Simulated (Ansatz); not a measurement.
Compare A (`C=C=C[SeH]`) with its isomer B (`CC1=C[Se]1`).

Isolated molecules relaxed with PBE0-D4/def2-TZVP in Ansatz; ΔE leaves out vibrations. CCSD(T)/CBS adds triple-zeta CCSD(T) − MP2 to the extrapolated MP2 energy (def2 sets, frozen cores). DFT in def2-TZVPP. B3LYP here is the variant with VWN-RPA as its local correlation; programs differ in this. For Se outer-core shells are correlated without core-valence functions, which leaves a few kJ/mol of doubt a bond. Scalar relativity is left out up to krypton. One conformer a species, not always the lowest.

Q: Which is lower in electronic energy at CCSD(T)/CBS, and by how much? (An estimate is asked.)

A: The calculation gave: A, by 5.3 kcal/mol.

Q: Give E(B) − E(A) in kcal/mol with CCSD(T)/def2-SVP, PBE-D4, PBE0-D4, LDA (SPW92), B3LYP, r2SCAN-D4, ωB97M-V. (Estimate.)

A: The calculation gave: CCSD(T)/def2-SVP 8.3, PBE-D4 6.5, PBE0-D4 5.7, LDA (SPW92) 5.8, B3LYP 9.3, r2SCAN-D4 7.6, ωB97M-V 6.5. None reverses the order clearly.

Q: Does the order hold for the free energy at 298.15 K (harmonic terms from PBE0-D4)? (Best estimate.)

A: Ansatz gave: Yes: G(B) − G(A) = +7.7 kcal/mol, for one conformer each.

Largest T1 diagnostic: 0.011.

From BLYP to BHLYP (50 % exact exchange), in def2-TZVPP and without D4, E(B) − E(A) moves by −1.2 kcal/mol. In def2-TZVPP, CCSD(T) changes the Hartree–Fock value by −4.3 kcal/mol (the triples alone add −0.9 kcal/mol) and MP2 by −8.7 kcal/mol.
